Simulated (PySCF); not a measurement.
Coordinates in bohr (charge 1 multiplicity 4):
```
Se    0.0000    0.0000   -0.8251
Mg    4.5888    0.0000    0.9770
Mg   -2.2944    3.9740    0.9770
Mg   -2.2944   -3.9740    0.9770
```

Computed with UPBE/[Se def2-SVP, Mg def2-SVP], no relativity, density fitting, PySCF.

This geometry of Mg₃Se⁺ is a stationary point at this level.

Problem. What is the point group?

Solution. C3v.

Problem. Is it a minimum?

Solution. Yes: all harmonic wavenumbers are real, though the softest, 56 cm⁻¹, leaves little margin.

Problem. What are the dipole moment and the gap between the highest occupied and lowest empty levels of either spin?

Solution. 2.96 D about the centre of mass and 0.48 eV.

Problem. Give the ideal-gas entropy at 298.15 K and 1 bar by parts.

Solution. translation 171.5, rotation 110.3, vibration 78.3, spin 11.5; total 371.7 J/(mol K).

This need not be the most stable arrangement of these atoms.
